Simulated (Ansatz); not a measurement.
Calculated with Ansatz (gas phase, PBE0-D4/def2-TZVP geometries, no zero-point term in ΔE). CCSD(T)/CBS is the MP2 limit (def2-TZVPP, def2-QZVPP) plus CCSD(T) − MP2 in def2-TZVPP, frozen cores. Functionals use def2-TZVPP. B3LYP here is the variant with VWN-RPA as its local correlation; programs differ in this. For Ga outer-core shells are correlated without core-valence functions, which leaves a few kJ/mol of doubt a bond. Scalar relativity is left out up to krypton. Each species was taken in one conformer, which may not be the lowest.

Reaction (ligand exchange at the Si–O bond): `NC(O)O[SiH3]` + `[OH][Ga]([F])[F]` → `[F][Ga]([F])[O][SiH3]` + `NC(O)O`

**Question.** Is it downhill or uphill in electronic energy at CCSD(T)/CBS, and by how much? (An estimate is asked.)

**Answer.** The calculation gave: Downhill: ΔE = -13.8 kJ/mol.

**Question.** What do these levels give: r2SCAN-D4, B3LYP-D4, ωB97X-V, ωB97M-V, B2PLYP, r2SCAN, B3LYP, HF/def2-TZVPP, SCS-MP2/def2-TZVPP, CCSD(T)/def2-TZVPP, HF/def2-QZVPP, HF/CBS(def2)? (Best estimate.)

**Answer.** Computed: r2SCAN-D4 -10.9, B3LYP-D4 -11.7, ωB97X-V -12.2, ωB97M-V -11.1, B2PLYP -14.0, r2SCAN -11.5, B3LYP -14.0, HF/def2-TZVPP -22.8, SCS-MP2/def2-TZVPP -15.3, CCSD(T)/def2-TZVPP -14.6, HF/def2-QZVPP -23.7, HF/CBS(def2) -23.8 kJ/mol.

Largest T1 diagnostic among the species: 0.015.

In def2-TZVPP, CCSD(T) changes the Hartree–Fock value by +8.2 kJ/mol (the triples alone add +1.5 kJ/mol) and MP2 by +9.3 kJ/mol. From PBE to PBE0 (25 % exact exchange), in def2-TZVPP and without D4, ΔE moves by −3.5 kJ/mol.
